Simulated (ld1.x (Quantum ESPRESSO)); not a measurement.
**Pseudopotential generation for N (Z = 7): TM, PBEsol, scalar-relativistic.**

ld1.x (Quantum ESPRESSO) 7.5 input, shortened:

```
&input
   title='N', zed=7., rel=1, dft='PBESOL', iswitch=3,
   config='[He] 2s2 2p1'
 /
 &inputp
   pseudotype=2, tm=.true., lloc=-1, rcloc=0.85,
   nlcc=.false.
 /
2
2S  1  0   2.00   0.00  1.00  1.00  0.0
2P  2  1   1.00   0.00  1.80  1.80  0.0
 &test
   configts(1)='2s2 2p1'
 /
```

All-electron outer shells of the reference configuration (PBEsol, scalar-relativistic, ld1.x):

```json
{"shell": "2s", "level (eV)": "-48.96", "outermost node (bohr)": "0.32", "outermost maximum (bohr)": "0.96"}
{"shell": "2p", "level (eV)": "-37.36", "outermost node (bohr)": "–", "outermost maximum (bohr)": "0.86"}
```

Estimate the cutoffs (Ry, on a coarse ladder) from which the occupation-weighted sum of valence levels, in a spherical-Bessel basis at the reference potential, stays within 10 and 1 mRy of its value at 400 Ry.

55 Ry and 140 Ry.

What does a ghost test show?

No extra level below or beside the all-electron valence levels (s, p, d, f tested).

Which valence shell sets the plane-wave cutoff?

2s: its level needs 120 Ry to come within 1 mRy, against 45 Ry for 2p.

Tests: 2s2 2p3; 2s2 2p2; 2s2 2p0; 2s1 2p4; 2s1 2p0; 2s2 2p3.3; 2s1 2p3. Which has the largest error in its energy relative to the reference configuration, and how large is it?

2s1 2p0, with +713 meV (all-electron minus pseudo) on +124.40 eV.
